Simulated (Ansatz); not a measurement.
The same path of F4H2OZr (8 atoms, charge 0, multiplicity 1) was run twice with different band settings. Lost on the way: O6–H8. Made: F2–H8.

The calculation used Ansatz, RKS B3LYP-D4/def2-SVP.

Relaxed end points:

```xyz
8
Properties=species:S:1:pos:R:3
Zr 0.005 0.066 0.014
F 0.291 0.081 1.923
F 1.815 -0.093 -0.578
F -0.536 1.742 -0.731
F -0.756 -1.482 -0.849
O -2.182 -0.081 0.936
H -2.760 -0.785 0.605
H -2.244 -0.076 1.903
```

```xyz
8
Properties=species:S:1:pos:R:3
Zr -0.356 -0.011 -0.217
F -0.400 0.795 2.007
F 1.371 -0.717 0.184
F -0.363 1.816 -0.768
F -0.833 -0.937 -1.815
O -1.893 -0.629 0.941
H -2.678 -1.183 0.885
H -1.216 0.238 2.006
```

Common settings: movable images 7; climbing image yes; spring 5.0 eV/Å²; optimiser quadratic models (default); start path through a guess of the saddle point; iteration limit 60; end points relaxed.

| run | force threshold |
| --- | --- |
| 1 | 0.05 eV/Å |
| 2 | 0.5 eV/Å |

Task: What does each run give, and how far can it be trusted?

Result: Run 1: converged after 19 iterations, highest image 0.801 eV above the first end. The profile has 2 maxima (images 3, 7) with wells between them (image 4): this band takes more than one step, which may be the mechanism or a detour left from its start path. A vibrational analysis at the climbing image gives one clearly imaginary mode, 331i cm⁻¹: a first-order saddle point.
Run 2: converged after 9 iterations, highest image 0.799 eV above the first end. The threshold of 0.5 eV/Å is loose, so the images may lie well off the minimum-energy path. Another band between the same ends (7 images) ends at a top of the same energy, where a vibrational analysis finds 1 clearly imaginary mode.
The orbitals stay closed-shell, which can raise the energy where a bond breaks towards radicals; this wasn't checked here.
